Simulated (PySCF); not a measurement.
## Nuclear quadrupole coupling in `CN=P1(N(C)C)C=C1`

C5H11N2P.
Atom-mapped SMILES: `[CH3:1][N:2]=[P:3]1([N:4]([CH3:5])[CH3:6])[CH:7]=[CH:8]1` (hydrogens: H9, H10, H11 on C1; H12, H13, H14 on C5; H15, H16, H17 on C6; H18 on C7; H19 on C8)

Geometry (GFN2-xTB, Å), atoms numbered from 1 in this order:
```
atom  x, y, z in Å
C1     2.386   -1.481    0.038
N2     0.997   -1.091    0.106
P3     0.419    0.346   -0.125
N4    -1.250    0.365    0.028
C5    -1.911   -0.492   -0.942
C6    -1.704    0.133    1.390
C7     1.039    2.017    0.186
C8     0.910    1.768   -1.133
H9     3.073   -0.725    0.427
H10    2.491   -2.385    0.639
H11    2.682   -1.715   -0.988
H12   -2.978   -0.264   -0.947
H13   -1.775   -1.556   -0.724
H14   -1.494   -0.280   -1.928
H15   -1.127    0.774    2.058
H16   -2.761    0.399    1.459
H17   -1.578   -0.908    1.705
H18    1.424    2.820    0.788
H19    1.146    2.286   -2.045
```

Field gradients from the PBE0/pcSseg-1 density (PySCF, non-relativistic), principal values in atomic units, ordered |Vxx| ≤ |Vyy| ≤ |Vzz|:

```
atom      Vxx      Vyy      Vzz
  N2  -0.2664  -0.4969   0.7633
  N4   0.5545   0.6346  -1.1891
```

Q: Find the asymmetry η = (Vxx − Vyy)/Vzz and the couplings χ = eQV/h (234.96 MHz × Q in barn × V in au), with Q(14N) = 0.02044 b.

A: 
| atom | environment | nucleus | η | χzz (MHz) | χxx (MHz) | χyy (MHz) |
| --- | --- | --- | --- | --- | --- | --- |
| N2 | nitrogen bonded to C and P | 14N | 0.30 | 3.666 | -1.280 | -2.386 |
| N4 | nitrogen bonded to 2 C and P | 14N | 0.07 | -5.71 | 2.66 | 3.05 |

Q: What is Vzz at N4 in SI units (1 au = 9.71736 × 10²¹ V/m²)?

A: -1.1891 au = -11.555 × 10²¹ V/m².

Were the hydrogens deuterons (Q(2H) = 0.00286 b), χzz would run from 197 kHz (H13 and H17) to 231 kHz (H19 and H18).

The structure is a single GFN2-xTB conformer in the gas phase; no vibrational or solvent corrections. GFN2-xTB frequencies show an imaginary mode (25i cm⁻¹), so this geometry is no minimum at that level. GFN2-xTB bond lengths can be off by several hundredths of an ångström, more for odd bonds, and the gradients follow them. With a basis this small, the couplings can be 20 % off.

The run behind these numbers computed NMR shieldings as well. Hardware: an Arm Neoverse V2 with one thread, on a shared host. Cost: 31 s.
